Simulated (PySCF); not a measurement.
## Working out the ionisation energy of Os⁺

Os⁺ [Xe] 4f14 5d6 6s1 (6D) → Os²⁺ [Xe] 4f14 5d6 (5D). Calculation: PySCF 2.14, in cc-pVDZ-PP with ECP60MDF; scalar relativity through the core potential. Frozen: 5s2 5p6. Energies in hartree (1 hartree = 27.21139 eV):

| part | Os⁺ (lower) | Os²⁺ (upper) |
| --- | --- | --- |
| UHF | -89.824963 | -89.237836 |
| MP2 opposite-spin | -0.038709 | -0.031871 |
| MP2 same-spin | -0.059484 | -0.040821 |

**Question.** What does Hartree-Fock give?

**Answer.** (-89.237836) − (-89.824963) = 0.587127 hartree = 15.977 eV.

**Question.** What do MP2 and SCS-MP2 (6/5 opposite-spin, 1/3 same-spin) give?

**Answer.** The opposite-spin parts differ by 0.186 eV and the same-spin parts by 0.508 eV. MP2: 15.977 + (0.186) + (0.508) = 16.671 eV. SCS-MP2: 15.977 + 1.2 × (0.186) + (0.508)/3 = 16.370 eV.

Reference: 17 ± 1 eV (semi-empirical (NIST evaluation); NIST Atomic Spectra Database, ionization energies), between the lowest levels; spin-orbit coupling is absent from the calculation.

A double-zeta basis recovers only part of the correlation energy.

What remains against the reference includes basis incompleteness, the frozen core and correlation beyond second order.
